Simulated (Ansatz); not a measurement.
Reaction (atomization): `[SeH]C1N[SiH2]1` → C• + 5 H• + N• + Se• + Si•

Program: Ansatz. Geometries: PBE0-D4/def2-TZVP. ΔE: electronic, gas phase. CCSD(T)/CBS adds triple-zeta CCSD(T) − MP2 to the extrapolated MP2 energy (def2 sets, frozen cores). This one scheme is used for every species, atoms too. For atomizations the MP2-based limit and the directly extrapolated one differ by several kJ/mol either way, and by 10 to 25 for some Ge, Se and Sn compounds, so smaller differences from it don't rank the levels. DFT in def2-TZVPP. Open shells (•) are unrestricted, without spin–orbit coupling. Spin–orbit coupling would lower the free atoms: a little for C, Si; clearly for Se. Bonds to Se are less sure, by a few kJ/mol each and by 10 to 20 or more in all where they break to atoms, as the def2 sets lack core-valence functions. Scalar relativity is left out up to krypton. Each species was taken in one conformer, which may not be the lowest.

What is ΔE at CCSD(T)/CBS? (An estimate is asked.)

Computed: +29.83 eV.

What do these levels give: LDA (SPW92), revPBE-D4, r2SCAN-D4, B97M-V, r2SCANh-D4, BHLYP-D4, revPBE, BLYP, r2SCAN, CAM-B3LYP, HF/def2-SVP, HF/CBS(def2)? (An estimate is asked.)

Computed: LDA (SPW92) 34.68, revPBE-D4 29.73, r2SCAN-D4 29.81, B97M-V 29.86, r2SCANh-D4 29.58, BHLYP-D4 28.77, revPBE 29.09, BLYP 29.36, r2SCAN 29.76, CAM-B3LYP 29.65, HF/def2-SVP 19.73, HF/CBS(def2) 19.93 eV.

Largest T1 diagnostic among the species: 0.012.

At CCSD(T), def2-SVP lies −2.47 eV from the extrapolated value and def2-TZVPP −1.02 eV: correlation converges slowly with the basis, and small sets miss more of it in the bonded molecule than in its fragments. From r2SCAN to r2SCAN0 (25 % exact exchange), in def2-TZVPP and without D4, ΔE moves by −0.57 eV: exact exchange takes away binding that semilocal exchange gives to molecules.
